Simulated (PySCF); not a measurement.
## Correlation energy of Ti (titanium, neutral)

[Ar] 3d2 4s2, high-spin 3F determinant. Computed with PySCF 2.14 in cc-pVDZ-DK, with the spin-free X2C one-electron Hamiltonian (Gaussian nucleus). Frozen: [Ar]; 4 electrons correlated.

MP2 pair energies summed by pair of shells (mhartree):

```
 pair  energy  share (%)
4s-4s  -19.80       56.6
3d-4s  -11.84       33.8
3d-3d   -3.36        9.6
```

Total MP2 correlation energy: -35.00 mhartree.

Same-spin part -7.98 and opposite-spin part -27.02 mhartree; SCS-MP2 scales them by 1/3 and 6/5 to -35.08 mhartree.
